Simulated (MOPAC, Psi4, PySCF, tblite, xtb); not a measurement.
Dimer CH2O ··· H6Si2 (SMILES C=O and [SiH3][SiH3]) at R = 3.39 Å between the centres of mass, closest contact 2.64 Å (lowest of the rigid-body minima from ten starts at GFN2-xTB). Geometry in Å and degrees:

```
Si
H 1 1.4832
H 1 1.4832 2 108.63
H 1 1.4832 2 108.63 3 -118.00
Si 1 2.3444 2 110.30 4 -121.00
H 5 1.4832 1 110.30 2 180.00
H 5 1.4832 6 108.63 1 -121.00
H 5 1.4832 6 108.63 7 -118.00
O 8 2.7428 5 106.57 6 -121.83
C 9 1.1989 8 108.01 5 -110.08
H 10 1.1075 9 122.05 8 -118.29
H 10 1.1075 11 115.90 9 179.97
```

GFN2-xTB (tblite); SAPT0/jun-cc-pVDZ, frozen core (Psi4); B3LYP/def2-TZVP, counterpoise-corrected (Psi4); B3LYP-D3(BJ)/def2-TZVP, counterpoise-corrected (Psi4); PBE/def2-TZVP, counterpoise-corrected (Psi4); PBE-D3(BJ)/def2-TZVP, counterpoise-corrected (Psi4); HF/aug-cc-pVDZ, counterpoise-corrected (Psi4); MP2/aug-cc-pVDZ = DF-MP2/aug-cc-pVDZ, frozen core, counterpoise-corrected (Psi4); SCS-MP2/aug-cc-pVDZ = DF-SCS-MP2/aug-cc-pVDZ, frozen core, counterpoise-corrected (Psi4 1.11); PM7, restricted, heats of formation (MOPAC); PM3, restricted, heats of formation (MOPAC); GFN1-xTB (xtb); RKS-B3LYP/6-31G* = restricted B3LYP/6-31G*, spherical d, no counterpoise correction run with PySCF; RKS-B3LYP/6-311+G** = restricted B3LYP/6-311+G**, spherical d, no counterpoise correction run with PySCF; RKS-M06-2X/6-31G* = restricted M06-2X/6-31G*, spherical d, no counterpoise correction in PySCF; RMP2/3-21G = restricted MP2 (frozen core)/3-21G, no counterpoise correction in PySCF 2.14.0.

Q: What interaction energy does each level give?

A: 
```csv
method,E_int / kcal/mol
GFN1-xTB,-7.99
RMP2/3-21G,-5.69
RKS-M06-2X/6-31G*,-3.72
GFN2-xTB,-2.21
B3LYP-D3(BJ)/def2-TZVP,-1.93
PBE-D3(BJ)/def2-TZVP,-1.80
MP2/aug-cc-pVDZ,-1.37
SAPT0/jun-cc-pVDZ,-1.23
PM7,-1.16
RKS-B3LYP/6-31G*,-0.98
SCS-MP2/aug-cc-pVDZ,-0.70
PBE/def2-TZVP,-0.23
RKS-B3LYP/6-311+G**,0.61
B3LYP/def2-TZVP,0.71
HF/aug-cc-pVDZ,1.37
PM3,3.82
```
